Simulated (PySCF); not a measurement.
# 4-bromophenyl methyl sulfone (SMILES CS(=O)(=O)c1ccc(Br)cc1)

Geometry:
```json
{"atom": "C1", "x (Å)": "-3.660", "y (Å)": "-0.722", "z (Å)": "-0.410"}
{"atom": "S2", "x (Å)": "-2.848", "y (Å)": "-1.146", "z (Å)": "1.123"}
{"atom": "O3", "x (Å)": "-2.943", "y (Å)": "-2.595", "z (Å)": "1.278"}
{"atom": "O4", "x (Å)": "-3.348", "y (Å)": "-0.232", "z (Å)": "2.146"}
{"atom": "C5", "x (Å)": "-1.135", "y (Å)": "-0.743", "z (Å)": "0.825"}
{"atom": "C6", "x (Å)": "-0.284", "y (Å)": "-1.722", "z (Å)": "0.317"}
{"atom": "C7", "x (Å)": "1.052", "y (Å)": "-1.411", "z (Å)": "0.087"}
{"atom": "C8", "x (Å)": "1.512", "y (Å)": "-0.126", "z (Å)": "0.378"}
{"atom": "Br9", "x (Å)": "3.319", "y (Å)": "0.301", "z (Å)": "0.067"}
{"atom": "C10", "x (Å)": "0.662", "y (Å)": "0.848", "z (Å)": "0.906"}
{"atom": "C11", "x (Å)": "-0.674", "y (Å)": "0.534", "z (Å)": "1.135"}
{"atom": "H12", "x (Å)": "-3.234", "y (Å)": "-1.321", "z (Å)": "-1.224"}
{"atom": "H13", "x (Å)": "-4.716", "y (Å)": "-0.980", "z (Å)": "-0.253"}
{"atom": "H14", "x (Å)": "-3.548", "y (Å)": "0.354", "z (Å)": "-0.594"}
{"atom": "H15", "x (Å)": "-0.672", "y (Å)": "-2.725", "z (Å)": "0.124"}
{"atom": "H16", "x (Å)": "1.738", "y (Å)": "-2.162", "z (Å)": "-0.308"}
{"atom": "H17", "x (Å)": "1.048", "y (Å)": "1.840", "z (Å)": "1.144"}
{"atom": "H18", "x (Å)": "-1.359", "y (Å)": "1.264", "z (Å)": "1.572"}
```

Computed, not measured: quadratic response CAM-B3LYP/def2-SVPD first hyperpolarisability, Taylor convention, gas phase in PySCF. Geometry: PBE0-D3(BJ)/def2-SVP.

The calculation is non-relativistic, which matters for the atoms heavier than Zn.

Q: Give the tensor of the second harmonic β(−2ω;ω,ω) at 1907 nm in the axes of these coordinates.

A: In au, Taylor convention; rows are the first index (the induced dipole):
|  | xx | yy | zz | xy | xz | yz |
| --- | --- | --- | --- | --- | --- | --- |
| x | +281.7 | -43.7 | -27.1 | +80.4 | -20.4 | -25.2 |
| y | +80.1 | -62.5 | -2.9 | -42.0 | -24.7 | +20.2 |
| z | -20.5 | +20.3 | +59.7 | -24.8 | -26.5 | -2.8 |

Norm of βᵢ = ⅓ Σⱼ (βᵢⱼⱼ + βⱼᵢⱼ + βⱼⱼᵢ): 221.1 au, hyper-Rayleigh value 123.0 au.
